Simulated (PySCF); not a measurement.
Scalar relativity in Ar⁺ (argon, charge +1)

[Ne] 3s2 3p5, 2P determinant; PBE calculated with PySCF 2.14 in dyall-acv3z, once non-relativistic with a point nucleus and once with spin-free X2C-1e and a Gaussian nucleus.

```csv
shell,ε non-rel. (eV),"rms r non-rel. (bohr, spins averaged)"
1s α,-3120.8,0.09992
1s β,-3120.6,0.09992
2s α,-308.67,0.4533
2s β,-308.48,0.4533
2p α,-243.79,0.4204
2p β,-243.52,0.4204
3s α,-37.029,1.479
3s β,-35.672,1.479
3p α,-22.632,1.690
3p β,-21.546,1.690
```

(1) How does scalar relativity move these shells?

The total energy goes from -526.7684 to -528.5993 hartree.

Ionisation energy, Ar⁺ [Ne] 3s2 3p5 (2P) → Ar²⁺ [Ne] 3s2 3p4 (3P) (eV):

```csv
method,non-relativistic,spin-free X2C,shift
UHF,26.369,26.354,-0.015
MP2 (valence),27.388,27.376,-0.012
SCS-MP2 (valence),27.390,27.377,-0.012
CCSD (valence),27.351,27.339,-0.012
CCSD(T) (valence),27.391,27.379,-0.012
LDA,27.828,27.814,-0.014
PBE,27.592,27.578,-0.015
PBE0,27.606,27.591,-0.015
r2SCAN,27.666,27.653,-0.012
revPBE,27.539,27.525,-0.015
MP2 (valence and next inner shell),27.431,27.418,-0.013
SCS-MP2 (valence and next inner shell),27.423,27.410,-0.013
```

Relativity contracts and stabilises s shells directly. The contracted s shells screen the nucleus better, so for spin-averaged p shells the direct and indirect effects partly cancel.

Answers

(1) 1s α: ε -3132.9 eV, radius -0.66 %; 1s β: ε -3132.7 eV, radius -0.66 %; 2s α: ε -310.82 eV, radius -0.53 %; 2s β: ε -310.63 eV, radius -0.53 %; 2p α: ε -243.81 eV, radius -0.17 %; 2p β: ε -243.54 eV, radius -0.17 %; 3s α: ε -37.265 eV, radius -0.41 %; 3s β: ε -35.906 eV, radius -0.41 %; 3p α: ε -22.616 eV, radius -0.03 %; 3p β: ε -21.530 eV, radius -0.03 %.
